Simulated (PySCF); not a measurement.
Zr(Cl)3(OH) (Cl3HOZr), SMILES [OH][Zr]([Cl])([Cl])[Cl], multiplicity 1.

Coordinates come from a PBE0-D3(BJ)/def2-SVP optimisation. The spin state was assumed, not searched. The isomer is the one that the SMILES or the coordinates give; other isomers of the formula were not compared. The def2 effective core potentials stand for the cores of Zr; spin–orbit coupling is left out. One conformer was computed; it need not be the lowest.

Computed with HF/def2-TZVP (PySCF).

Symmetry labels are those of the subgroup Cs that the program uses (full group C3v).

Computed valence orbital energies around the gap with their symmetry:
```tsv
orbital	symmetry	energy (eV)
HOMO−7	A'	-14.11
HOMO−6	A"	-14.11
HOMO−5	A'	-13.44
HOMO−4	A"	-13.44
HOMO−3	A'	-13.28
HOMO−2	A'	-12.80
HOMO−1	A"	-12.80
HOMO	A"	-12.56
LUMO	A'	1.47
LUMO+1	A'	1.66
LUMO+2	A"	1.66
LUMO+3	A'	2.20
```
